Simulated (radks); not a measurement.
Effect of the nuclear size on the praseodymium ion Pr36+, [Ar] 3d5. All-electron calculation, Dirac Kohn-Sham, BLYP, spin-unpolarised, spherical densities, finite nucleus; open shells are shared between the two j in proportion to 2j + 1; Fermi nuclear charge, rms radius 4.8919 fm. Program: a radial shooting solver on a logarithmic mesh with Libxc functionals. The rms radius is varied about that value; shifts are against it.

rms radius (fm)  total energy shift (eV)  density at nucleus (e/bohr^3)  1s1/2 shift (meV)  2s1/2 shift (meV)  3s1/2 shift (meV)  3p1/2 shift (meV)  3d5/2 shift (meV)  4s1/2 (empty) shift (meV)  4p1/2 (empty) shift (meV)
4.1581                             -3.24                       4.31e+05              -1350               -168              -38.9              0.726               1.77                      -13.2                      0.135
4.4076                             -2.18                      4.256e+05               -908               -113              -26.2              0.489               1.19                      -8.93                      0.091
4.8919                                 0                      4.162e+05              0.000              0.000              0.000              0.000              0.000                      0.000                      0.000
5.3468                              2.21                      4.083e+05                920                115               26.6             -0.495              -1.21                       9.05                     -0.092
5.4594                              2.78                      4.065e+05               1160                145               33.5             -0.622              -1.52                       11.4                     -0.115

Slopes of the eigenvalues against <r^2> in GHz/fm^2, as finite differences over the two radii next to the reference (eigenvalue slopes, not the field-shift constants of lines): 1s1/2 48300, 2s1/2 6030, 3s1/2 1390, 3p1/2 -26.0, 3d5/2 -63.5, 4s1/2 (empty) 474, 4p1/2 (empty) -4.81.
